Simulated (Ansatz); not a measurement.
Consider the ligand exchange at a Ge–S bond: `[OH][GeH2][SH]` + CH₃SH → `C[S][GeH2][OH]` + H₂S.

Computed with Ansatz on PBE0-D4/def2-TZVP structures; ΔE is electronic, products minus reactants. CCSD(T)/CBS adds triple-zeta CCSD(T) − MP2 to the extrapolated MP2 energy (def2 sets, frozen cores). This one scheme is used for every species. DFT in def2-TZVPP. For Ge outer-core shells are correlated without core-valence functions, which leaves a few kJ/mol of doubt a bond. Scalar relativity is left out up to krypton. One conformer a species, not always the lowest.

`[OH][GeH2][SH]`:

Cartesian coordinates in Å:
```
O -0.190 -0.704 -1.415
Ge 0.585 0.067 -0.014
S -0.871 0.347 1.637
H -0.676 -1.496 -1.171
H 1.683 -0.828 0.582
H 1.097 1.398 -0.569
H -1.628 1.218 0.949
```

CH₃SH:

Cartesian coordinates in Å:
```
C 0.153 0.378 0.273
S -1.056 -0.809 -0.350
H 0.969 -0.119 0.796
H -0.380 1.010 0.984
H 0.544 1.008 -0.525
H -0.231 -1.467 -1.178
```

`C[S][GeH2][OH]`:

Cartesian coordinates in Å:
```
C 0.959 -1.344 0.522
S -0.029 -0.161 1.482
Ge -1.118 0.856 -0.150
O -0.195 2.190 -0.886
H 1.769 -0.849 -0.014
H 0.337 -1.905 -0.176
H 1.394 -2.041 1.239
H -2.352 1.542 0.438
H -1.425 -0.202 -1.229
H 0.659 1.914 -1.226
```

H₂S:

```xyz
3

S     0.508   -0.322    0.147
H    -0.361    0.415    0.854
H    -0.147   -0.093   -1.001
```

```csv
level,ΔE (kJ/mol)
PBE0-D4,5.1
MP2/def2-TZVPP,3.6
```

**Question.** What does CCSD(T)/CBS give? (Best estimate.)

**Answer.** The calculation gave: +3.0 kJ/mol. The listed levels differ from it by 2.1, 0.6 kJ/mol.

Largest T1 diagnostic among the species: 0.012.

The D4 term adds −4.1 kJ/mol with B3LYP and −2.4 kJ/mol with PBE0; it sums over pairs of atoms, weighted by their polarisabilities, and B3LYP, whose exchange is more repulsive, gets the larger term. In def2-TZVPP, CCSD(T) changes the Hartree–Fock value by −7.0 kJ/mol (the triples alone add −1.2 kJ/mol) and MP2 by −7.6 kJ/mol.

B3LYP here is the variant with VWN-RPA as its local correlation; programs differ in this.
